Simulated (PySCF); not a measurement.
Input of a run (PBE0-D3(BJ)/def2-SVP geometry optimisation, gas phase (PySCF 2.14.0)), started from GFN2-xTB:
```
{"job": {"xc": "PBE0", "basis": "def2-SVP", "d3": "d3bj", "grid": 1, "shake": 0.03, "kind": "geom"}, "charge": -2, "multiplicity": 1}
O     -1.037640    -0.158460     1.490010
V     -0.486320    -0.038030     0.013650
O     -0.366590     1.477950    -0.494140
O     -1.248610    -0.856790    -1.012610
O      1.440740    -0.717430     0.033940
H      1.767790     0.200730    -0.143290
```

Output (energies in Eh, forces in Eh/bohr):
```
step   0  E = -1244.62231848  max force = 0.126903
step   1  E = -1244.65042570  max force = 0.011792
step   2  E = -1244.65165431  max force = 0.004271
step   3  E = -1244.65175746  max force = 0.000775
step   4  E = -1244.65177706  max force = 0.000258
step   5  E = -1244.65180548  max force = 0.001007
step   6  E = -1244.65182385  max force = 0.001081
step   7  E = -1244.65184609  max force = 0.000707
step   8  E = -1244.65185964  max force = 0.000511
step   9  E = -1244.65187588  max force = 0.001068
step  10  E = -1244.65187970  max force = 0.000660
step  11  E = -1244.65188404  max force = 0.000641
step  12  E = -1244.65188602  max force = 0.001109
step  13  E = -1244.65188851  max force = 0.001138
step  14  E = -1244.65189276  max force = 0.000541
step  15  E = -1244.65189198  max force = 0.000083
optimisation converged
```

Summarise the run.

The energy falls by 0.805 eV over 16 energy and gradient evaluations, the largest force component goes from 0.1269 to 8.3e-05 Eh/bohr, and the atoms move by 0.084 Å rms after alignment. The bond that changes most is V2–O4 (ends: vanadium bonded to 4 O; oxygen bonded to V), which lengthens by 0.134 Å. Bonds longer at the end by more than 0.005 Å: 3 of 5; shorter: 2. Among the angles that change most is V2–O5–H6, from 90.1° to 93.8°. The energy never rose by more than 1e-6 Eh on the way. The first step brought 95 % of the lowering.

What are the final bond lengths?

O1=V2 1.652 Å, V2–O3 1.658 Å, V2–O4 1.652 Å, V2–O5 1.947 Å, O5–H6 0.964 Å. Numbering counts from 1 in the input's order; the species is `[O]=[V]([O-])([O-])[OH]`.

The run used 92 basis functions and 133 SCF cycles in all.

No PBE0-D3(BJ)/def2-SVP frequencies stand behind this structure, so it isn't proved a minimum. Whether so highly charged an anion holds all its electrons in the gas phase wasn't checked; a finite basis holds them in any case. The ion is multiply charged and computed without counter-ions or solvent.

Shape of the structure used: `[O:1]=[V:2]([O-:3])([O-:4])[OH:5]`: H–O5–V2–O1 -118°.
